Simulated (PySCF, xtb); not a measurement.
ZnI, SMILES [Zn][I] (connectivity only; charge and spin as stated), neutral, multiplicity 2.

Harmonic wavenumbers (cm⁻¹) from GFN2-xTB in xtb at its own minimum, in rising order: 178.

What does B3LYP-D3(BJ)/def2-TZVP run with PySCF 2.14.0 give at its own minimum? (An estimate is asked for; the answer gives what the named calculation found.)

198. Paired by order, the mean absolute difference is 20 cm⁻¹ and the zero-point energies are 0.3 and 0.3 kcal/mol.
